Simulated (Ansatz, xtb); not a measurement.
InNOZn: where a starting geometry ends

The starting geometry of this gas-phase triplet was built from a drawn formula by distance geometry and a force field; its bonds are those of `O=[N][Zn][In]`.

```xyz
4

In    2.1066   -1.2043   -3.7194
N    -0.2657   -1.2746   -0.3905
O    -0.4556   -1.5466    0.7874
Zn    0.2051   -0.6187   -1.9064
```

**Question.** Predict what it relaxes into with r2SCAN-D4/def2-SVP.

**Answer.** It keeps its bonds, and is `O=[N][Zn][In]`. Distances that change by over a tenth: N2–Zn4 (1.72 → 1.91 Å).

The energy falls by 0.40 eV over 9 steps:

```
step  E − E(last) (eV)
   1             0.404
   2             0.151
   3             0.048
   4             0.005
   5             0.002
   6             0.000
   7             0.000
   8             0.000
   9             0.000
```

Final geometry (Å):

```xyz
4

In    2.0818   -0.9572   -4.0864
N    -0.5019   -1.1079   -0.2568
O    -0.6488   -1.4632    0.8842
Zn    0.6594   -1.1159   -1.7699
```

From the same start GFN2-xTB ends elsewhere, differing in In1–N2 (2.15 against 4.62 Å here), N2–Zn4 (2.44 against 1.91 Å here).

No frequencies were run, so the end isn't proven a minimum. Open shells are spin-unrestricted. The triplet needn't be the ground state. Atoms past krypton carry core potentials, without spin–orbit terms. Run with Ansatz 0.2.0, 77 s on 2 threads of Arm Neoverse V1, on a shared host.
